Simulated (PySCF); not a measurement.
Simulated characterisation data

Calculated, not measured (PySCF): geometry: GFN2-xTB, NMR shieldings at PBE0/pcSseg-1/GIAO. One averaged value for each set of equivalent atoms, one conformer, non-relativistic Hamiltonian, no solvent model.

Shifts are taken against calculated references (same method and geometry level): TMS for $^{1}$H, $^{13}$C. Where no couplings were computed, multiplicities follow the n + 1 count of equivalent neighbours, and m marks all less simple cases (inequivalent or close neighbours, rings, F or P nearby). Acid and N–H amide carbonyl carbons lie up to 10 ppm further downfield in solution (hydrogen bonding). Shifts are as computed. Against solution values, carbons near 30 ppm lie about +3 ppm off and those near 130 ppm about +5 ppm. Of 1309 compounds with measured shifts, 239 miss one by over three times the rms of a fit or turn the order of signals round; such compounds aren't used in these exercises. OH and NH positions are gas-phase values without hydrogen bonding to other molecules.

**1.** `COCC1COC1`, C₅H₁₀O₂. $^{1}$H NMR (500 MHz, computed): δ 4.98 (m, 2H), 4.49 (m, 2H), 3.84 (d, 2H), 3.27 (s, 3H), 3.10 (m, 1H). $^{13}$C{$^{1}$H} NMR (computed): δ 80.3 (CH2), 78.3 (CH2), 59.8 (CH3), 39.4 (CH).

**2.** SMILES C=C=C(C#C[SiH2]C)C(=O)O, C₇H₈O₂Si. $^{1}$H NMR (500 MHz, computed): δ 6.27 (br s, 1H), 5.70 (s, 2H), 4.56 (q, 2H), 0.36 (t, 3H). $^{13}$C{$^{1}$H} NMR (computed): δ 239.7, 169.5, 105.9, 103.5, 91.2, 85.8, -5.1.

**3.** `CC#C[Si@@H](O)c1ccoc1`, C₇H₈O₂Si. $^{1}$H NMR (500 MHz, computed): δ 7.72 (m, 1H), 7.60 (m, 1H), 6.74 (m, 1H), 5.66 (s, 1H), 2.11 (s, 3H), 1.45 (br s, 1H). $^{13}$C{$^{1}$H} NMR (computed): δ 154.2 (CH), 147.5 (CH), 120.4 (CH), 119.9 (C), 111.0 (C), 88.1 (C), 5.8 (CH3).
